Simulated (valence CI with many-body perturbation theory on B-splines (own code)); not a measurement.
The numbers below are computed, except where a source is named.
**Tb⁵⁷⁺: magnetic and hyperfine properties of the levels**

Method: valence CI with perturbative core correlation (CI+MBPT): six valence electrons over a frozen Dirac-Fock core [He], radial functions for each j: 9 s, 9 p, 8 d, 6 f, 3 g, 1 h, with the one-electron correlation potential Σ1 (screened to all orders), the two-electron term Σ2, the three-electron term Σ3, Breit, model QED; selected single and double excitations, second order for the rest, scaled by the run's own slope (own B-spline code, finite nucleus).

No measured spectrum was set against this ion. As an estimate, large intervals hold to a few tenths of a per cent, small ones and those within an open d or f shell to about a per cent. Among the levels kept, up to 2100 cm⁻¹ of a level comes from second order outside the variational space, and about a tenth of that is noise between levels of different J, which matters for small intervals.

A/g_I is the dipole constant over the nuclear g factor μ/I (μ in nuclear magnetons, uniformly magnetised nucleus), B/Q the quadrupole constant per barn. Both hold the static response of the core; the bare values leave it out. Large factors of s and p1/2 electrons are usually good to 5 to 10 %; those of open d and f shells near neutrality can be off by tens of per cent, and small factors of p3/2, d and f electrons come from cancelling terms and can be off by a factor of two or in sign, in half-filled shells by more. B is blank for J = 1/2, where it vanishes, and for nearly pure S terms. Energies count from the lowest level. Levels with J = 0 are left out.

Levels are named by their leading jj configuration (3d3/2^4 stands for four electrons in 3d with j = 3/2), which in mixed levels can hold well under half, so a name can repeat and another be missing. Letters in brackets count levels of one name in rising energy.

```tsv
Level	E (eV)	g	A/g_I (MHz)	A/g_I bare	B/Q (MHz/b)	B/Q bare
(2s^2 2p1/2^2 2p3/2^2) J=2	0.0	1.317	531000	544000	74900	75000
(2s^2 2p1/2 2p3/2^3) J=1	772.3	1.477	-364000	-343000	-521000	-522000
(2s^2 2p1/2 2p3/2^3) J=2	790.5	1.127	1450000	1450000	-1120000	-1120000
(2s 2p1/2^2 2p3/2^3) J=2	1108.2	1.472	3590000	3560000	-1040000	-1040000
(2s 2p1/2^2 2p3/2^3) J=1	1178.0	1.174	-2510000	-2450000	-397000	-398000
(2s 2p1/2 2p3/2^4) J=1	1925.6	1.266	8440000	8360000	-118000	-119000
(2s^2 2p1/2^2 2p3/2 3s) J=2	6610.1	1.497	1300000	1300000	1010000	1010000
(2s^2 2p1/2^2 2p3/2 3s) J=1	6617.9	1.158	-235000	-210000	518000	519000
(2s^2 2p1/2^2 2p3/2 3p1/2) J=1	6709.9	1.484	364000	382000	503000	504000
(2s^2 2p1/2^2 2p3/2 3p1/2) J=2	6711.6	1.168	694000	702000	994000	996000
(2s^2 2p1/2^2 2p3/2 3p3/2) J=3	6930.4	1.328	340000	349000	1300000	1310000
(2s^2 2p1/2^2 2p3/2 3p3/2) J=1	6930.6	1.346	337000	347000	-515000	-516000
(2s^2 2p1/2^2 2p3/2 3p3/2) J=2	6954.8	1.316	344000	353000	34100	34100
(2s^2 2p1/2^2 2p3/2 3d3/2) J=2	7033.9	1.031	306000	313000	-4320	-4300
(2s^2 2p1/2^2 2p3/2 3d3/2) J=3	7041.0	1.086	303000	310000	1020000	1020000
(2s^2 2p1/2^2 2p3/2 3d3/2) J=1	7044.0	1.093	302000	309000	-421000	-422000
(2s^2 2p1/2^2 2p3/2 3d5/2) J=4	7092.7	1.244	217000	222000	1050000	1050000
(2s^2 2p1/2^2 2p3/2 3d5/2) J=2	7102.6	1.233	72800	74200	-703000	-704000
(2s^2 2p1/2^2 2p3/2 3d5/2) J=3	7116.8	1.200	183000	187000	-161000	-161000
(2s^2 2p1/2^2 2p3/2 3d5/2) J=1	7126.9	1.058	-339000	-349000	113000	114000
(2s^2 2p1/2 2p3/2^2 3s) J=2 [a]	7366.2	1.581	707000	714000	102000	102000
(2s^2 2p1/2 2p3/2^2 3s) J=1 [a]	7376.5	1.303	-1130000	-1100000	28300	28300
(2s^2 2p1/2 2p3/2^2 3s) J=3	7389.9	1.307	1660000	1660000	-4600	-4620
(2s^2 2p1/2 2p3/2^2 3s) J=2 [b]	7397.1	1.029	945000	957000	-25700	-25700
(2s^2 2p1/2 2p3/2^2 3s) J=1 [b]	7435.7	1.308	3900000	3870000	-13600	-13600
(2s^2 2p1/2 2p3/2^2 3p1/2) J=1 [a]	7463.9	1.641	-528000	-502000	40400	40500
(2s^2 2p1/2 2p3/2^2 3p1/2) J=2 [a]	7471.7	1.204	647000	657000	14100	14200
(2s^2 2p1/2 2p3/2^2 3p1/2) J=3	7488.4	1.088	1260000	1270000	-16200	-16200
(2s^2 2p1/2 2p3/2^2 3p1/2) J=2 [b]	7519.8	1.307	804000	816000	56700	56800
(2s^2 2p1/2 2p3/2^2 3p1/2) J=1 [b]	7529.4	0.642	2700000	2680000	-3300	-3310
(2s 2p1/2^2 2p3/2^2 3s) J=3	7646.5	1.520	2640000	2630000	230000	230000
(2s 2p1/2^2 2p3/2^2 3s) J=2 [a]	7670.7	1.397	2160000	2160000	56300	56400
```

Take the isotope of mass number 159, with I = 3/2, μ = 2.009 μN and Q = 1.432 b. What is the hyperfine structure of (2s 2p1/2^2 2p3/2^3) J=1?

From the table A = -3360000 MHz, B = -568000 MHz. Shifts from the centre of gravity in MHz: F = 1/2: 7690000, F = 3/2: 3930000, F = 5/2: -5180000.
